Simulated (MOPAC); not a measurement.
Job for MOPAC: AM1 on H3OSb (SMILES [OH][SbH2]), a point of a bond scan (R = 1.059 Å).

```
AM1 1SCF PRECISE CHARGE=0 THREADS=1
H3OSb

Sb    -0.13991851 1    -0.18850357 1     0.17284294 1
H     -1.57925916 1    -0.00123820 1    -0.74909475 1
H      0.34632779 1    -1.50101127 1    -0.82596986 1
O      0.87678159 1     1.17036346 1    -0.87102850 1
H      1.40229673 1     1.81128982 1    -0.21176441 1
```

Program output:

```
*******************************************************************************
 **                                                                           **
 **                              MOPAC v23.2.5                                **
 **                                                                           **
 *******************************************************************************
 ** MOPAC's Digital Object Identifier: https://doi.org/10.5281/zenodo.6511958 **
 **                                                                           **
 ** Please cite the open-source release paper for use of this MOPAC version:  **
 ** J. E. Moussa and J. J. P. Stewart (2026)                                  **
 ** MOPAC: An open-source semiempirical molecular orbital program             **
 ** J. Open Source Softw., 11(119), 8025, https://doi.org/10.21105/joss.08025 **
 *******************************************************************************

                              AM1 CALCULATION RESULTS

 *******************************************************************************
 *  AM1        - The AM1 Hamiltonian to be used
 *
 *
 *
 *                 CHARGE ON SYSTEM = 0
 *
 *
 *
 *  PRECISE    - TIGHTER CRITERIA TO BE USED
 *  1SCF       - DO 1 SCF AND THEN STOP
 *  THREADS=1  - MULTI-THREADING NOT USED
 *  T=         - A TIME OF 172800.0 SECONDS REQUESTED
 *  DUMP=N     - RESTART FILE WRITTEN EVERY 7200.0 SECONDS REQUESTED
 *******************************************************************************
AM1 1SCF PRECISE CHARGE=0 THREADS=1
 H3OSb

   ATOM   CHEMICAL          X               Y               Z
  NUMBER   SYMBOL      (ANGSTROMS)     (ANGSTROMS)     (ANGSTROMS)

     1      Sb         -0.13991851  *  -0.18850357  *   0.17284294  *
     2       H         -1.57925916  *  -0.00123820  *  -0.74909475  *
     3       H          0.34632779  *  -1.50101127  *  -0.82596986  *
     4       O          0.87678159  *   1.17036346  *  -0.87102850  *
     5       H          1.40229673  *   1.81128982  *  -0.21176441  *



          CARTESIAN COORDINATES

    NO.       ATOM           X           Y           Z

     1        Sb         -0.1399     -0.1885      0.1728
     2         H         -1.5793     -0.0012     -0.7491
     3         H          0.3463     -1.5010     -0.8260
     4         O          0.8768      1.1704     -0.8710
     5         H          1.4023      1.8113     -0.2118

  H: (AM1): M.J.S. DEWAR ET AL, J. AM. CHEM. SOC. 107 3902-3909 (1985)
  O: (AM1): M.J.S. DEWAR ET AL, J. AM. CHEM. SOC. 107 3902-3909 (1985)
 Sb: (AM1): J. J. P. STEWART, J. MOL. MOD., 10, 155-164 (2004)

           Empirical Formula: H3 O Sb  =     5 atoms



      MOLECULAR POINT GROUP   :   Cs


      RHF CALCULATION, NO. OF DOUBLY OCCUPIED LEVELS = 7


 -------------------------------------------------------------------------------
 AM1 1SCF PRECISE CHARGE=0 THREADS=1
 H3OSb



     1SCF WAS SPECIFIED, SO BFGS WAS NOT USED
     SCF FIELD WAS ACHIEVED


                              AM1 CALCULATION
                                                       MOPAC v23.2.5 Linux




          FINAL HEAT OF FORMATION =        -15.11008 KCAL/MOL =     -63.22057 KJ/MOL


          COSMO AREA              =         93.61 SQUARE ANGSTROMS
          COSMO VOLUME            =         80.63 CUBIC ANGSTROMS

          IONIZATION POTENTIAL    =          9.592020 EV
          HOMO LUMO ENERGIES (EV) =         -9.592  1.066
          NO. OF FILLED LEVELS    =          7
          MOLECULAR WEIGHT        =        140.7731         POINT GROUP:  Cs

          MOLECULAR DIMENSIONS (Angstroms)

            Atom       Atom       Distance
            H     5    H     3     3.53039
            H     2    H     5     2.29126
            O     4   Sb     1     1.32355


          SCF CALCULATIONS        =          1





   ATOM   CHEMICAL          X               Y               Z
  NUMBER   SYMBOL      (ANGSTROMS)     (ANGSTROMS)     (ANGSTROMS)

     1      Sb         -0.13991851  *  -0.18850357  *   0.17284294  *
     2       H         -1.57925916  *  -0.00123820  *  -0.74909475  *
     3       H          0.34632779  *  -1.50101127  *  -0.82596986  *
     4       O          0.87678159  *   1.17036346  *  -0.87102850  *
     5       H          1.40229673  *   1.81128982  *  -0.21176441  *

                             CARTESIAN COORDINATES

   1   Sb       -0.139918510    -0.188503570     0.172842940
   2    H       -1.579259160    -0.001238200    -0.749094750
   3    H        0.346327790    -1.501011270    -0.825969860
   4    O        0.876781590     1.170363460    -0.871028500
   5    H        1.402296730     1.811289820    -0.211764410


           Empirical Formula: H3 O Sb  =     5 atoms



      MOLECULAR POINT GROUP   :   Cs


                  EIGENVALUES
 -33.80112 -19.16529 -15.54686 -12.52846 -12.41224 -10.55006  -9.59202   1.06645
   1.25242   1.45660   5.14268


              NET ATOMIC CHARGES AND DIPOLE CONTRIBUTIONS

  ATOM NO.   TYPE          CHARGE      No. of ELECS.   s-Pop       p-Pop
    1         Sb           0.928469        4.0715     1.79896     2.27257
    2          H          -0.255745        1.2557     1.25574
    3          H          -0.255745        1.2557     1.25574
    4          O          -0.613708        6.6137     1.91544     4.69826
    5          H           0.196728        0.8033     0.80327
 DIPOLE           X         Y         Z       TOTAL
 POINT-CHG.    -0.369    -0.734     5.073     5.139
 HYBRID         0.096     0.261    -2.683     2.697
 SUM           -0.273    -0.473     2.390     2.452


          ATOMIC ORBITAL ELECTRON POPULATIONS

     Atom    s        px        py        pz
    1 Sb   1.79896   0.65577   0.61883   0.99797
    2  H   1.25574
    3  H   1.25574
    4  O   1.91544   1.71142   1.54824   1.43860
    5  H   0.80327

 **********************
 *                    *
 * JOB ENDED NORMALLY *
 *                    *
 **********************




 == MOPAC DONE ==
```

The run finished.

Cost: about 0.020 core-seconds (a rough figure).
